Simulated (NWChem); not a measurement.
System: ammonium (NH4 cation); SMILES [NH4+]

Results from NWChem. Structure relaxed at the PBE0-D3(BJ)/def2-TZVP level. Level: PBE0/def2-SVP with COSMO at NWChem's default radii, gas-phase geometry; rows give the dielectric constant. Reactions with the solvent are ignored.

```tsv
dielectric constant	electrostatic solvation energy (kcal/mol)
2.0	-42.2
2.4	-49.3
11.7	…
46.7	-82.6
78.4	-83.4
```

Q: Some entries are withheld; supply them.

A: 
- 11.7, electrostatic solvation energy (kcal/mol): -77.2
